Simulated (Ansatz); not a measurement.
Basis sets compared for GaCl3. Total charge 0; singlet. Geometry PBE0-D4/def2-SVP. Ansatz on 4 threads of Arm Neoverse V2 on a shared host; times are rough, and most runs start from earlier orbitals.

```csv
atom,x (Å),y (Å),z (Å)
Ga1,0.000,0.000,0.000
Cl2,-0.580,0.272,-2.022
Cl3,0.689,-1.894,0.660
Cl4,-0.109,1.622,1.362
```

The 6-31G sets use Cartesian d functions. B3LYP takes the VWN-RPA correlation.

Binding counts from free atoms (Ga doublet, Cl doublet) in the same basis, without a counterpoise term.

| level | functions | energy (Eh) | HOMO (eV) | LUMO (eV) | binding per atom (eV) | wall time |
| --- | --- | --- | --- | --- | --- | --- |
| PBE-D4/def2-SVP | 86 | -3304.0867 | -7.82 | -2.80 | 2.91 | 0.65 s |
| PBE-D4/def2-TZVP | 159 | -3304.8146 | -8.01 | -2.98 | 2.89 | 1.2 s |
| r2SCAN-D4/def2-TZVP | 159 | -3305.5685 | -8.40 | -2.72 | 2.91 | 3.1 s |
| B3LYP-D4/6-31G | 68 | -3305.2648 | -9.38 | -2.97 | 2.45 | 0.8 s |
| B3LYP-D4/def2-TZVP | 159 | -3305.7639 | -9.16 | -2.36 | 2.73 | 1.8 s |
| PBE0-D4/def2-SVP | 86 | -3304.2432 | -9.31 | -1.89 | 2.87 | 1 s |
| PBE0-D4/def2-TZVP (with forces) | 159 | -3304.9653 | -9.46 | -2.04 | 2.86 | 2.4 s |

(1) Estimate the rows for PBE-D4/def2-TZVPD, r2SCAN-D4/def2-TZVPD, PBE0-D4/def2-TZVPD.

Answers

(1) 
```
               level  functions  energy (Eh)  HOMO (eV)  LUMO (eV)  binding per atom (eV)  wall time
   PBE-D4/def2-TZVPD        192   -3304.8166      -8.08      -3.10                   2.88        2 s
r2SCAN-D4/def2-TZVPD        192   -3305.5699      -8.43      -2.79                   2.91      4.3 s
  PBE0-D4/def2-TZVPD        192   -3304.9668      -9.50      -2.17                   2.86      3.1 s
```
